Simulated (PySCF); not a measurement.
PySCF job for Si(H)(NCO)(OH)2 (CH3NO3Si), SMILES O=C=N[SiH](O)O, KT2/pcSseg-1. Geometry: B3LYP-D3(BJ)/def2-SVP. This is a generated structure with no PubChem entry under its InChIKey; it may be hypothetical. One conformer was computed; it need not be the lowest.

```python
import numpy as np
from pyscf import gto, scf, dft
from pyscf.prop.nmr import rks as nmr

mol = gto.M(
    atom='''
    Si   -0.90535420   -0.05961248    0.40368518
    O    -1.65297790   -1.19029096   -0.53019432
    O    -1.56355085    1.42494799    0.08697814
    N     0.78596263    0.05595885    0.05446428
    C     1.96630965   -0.08798297   -0.11306832
    O     3.11920647   -0.20236525   -0.28433403
    H    -1.06710352   -0.50242716    1.79788408
    H    -1.80348783   -0.97307073   -1.45830857
    H    -0.97546777    2.18792446    0.12639341
    ''',
    basis='pcSseg-1',
    charge=0,
    spin=0,
    max_memory=1600,
    verbose=3,
)
mf = dft.RKS(mol, xc='kt2')
mf.grids.level = 3
mf.conv_tol = 1e-10
mf.max_cycle = 100
mf.kernel()
n = nmr.NMR(mf)
n.verbose = 2
n.max_cycle_cphf = 60
sigma = n.kernel()
print('atom   isotropic/ppm   span/ppm')
for i, s in enumerate(sigma):
    w = np.linalg.eigvalsh((s + s.T) / 2)
    print(f'{mol.atom_symbol(i):2s}{i + 1:3d} {w.mean():14.3f} {w[2] - w[0]:11.3f}')
```

It prints:

```
converged SCF energy = -617.239115969499
atom   isotropic/ppm   span/ppm
Si  1        424.983      75.921
O   2        262.219      78.015
O   3        262.959      69.764
N   4        208.315     194.329
C   5         68.113     307.398
O   6        197.538     264.850
H   7         26.495       9.399
H   8         29.004      18.806
H   9         29.448      18.902
```

Self-consistency was reached.
